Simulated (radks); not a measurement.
The numbers below are computed, except where a source is named.
Initial-state core-level shifts of the chromium ion Cr2+ when its valence configuration changes from [Ar] 3d4. Level of theory: non-relativistic Kohn-Sham, r2SCAN, spin-polarised, spherical densities, point nucleus; open shells are filled with parallel spins first; meta-GGA in the generalised Kohn-Sham scheme (a radial shooting solver on a logarithmic mesh with Libxc functionals). Shifts are changes of the shell-averaged eigenvalues in eV (positive: less bound); the change of the density at the nucleus, which sets a Mossbauer isomer shift, is in e/bohr^3, on a base of 9315.

valence	1s	2s	2p	3p	density at nucleus
3d3 4p1	-8.852	-9.817	-9.751	-8.090	+1.9290
3d1 4s2 4p1	-27.190	-30.647	-30.452	-23.409	+23.1017
3d3.5 4p0.5	-4.336	-4.795	-4.762	-4.011	+0.8968
3d3 4s1	-7.659	-8.674	-8.605	-6.920	+8.4759
3d1.5 4s2 4p0.5	-21.752	-24.529	-24.364	-18.960	+20.4938
3d2 4p2	-18.474	-20.607	-20.471	-16.454	+4.4224
3d3.5 4s0.5	-3.739	-4.228	-4.194	-3.418	+4.0330
3d2.5 4s0.5 4p1	-12.976	-14.521	-14.420	-11.671	+6.4596
3d1.5 4s0.5 4p2	-23.012	-25.807	-25.638	-20.190	+9.6307
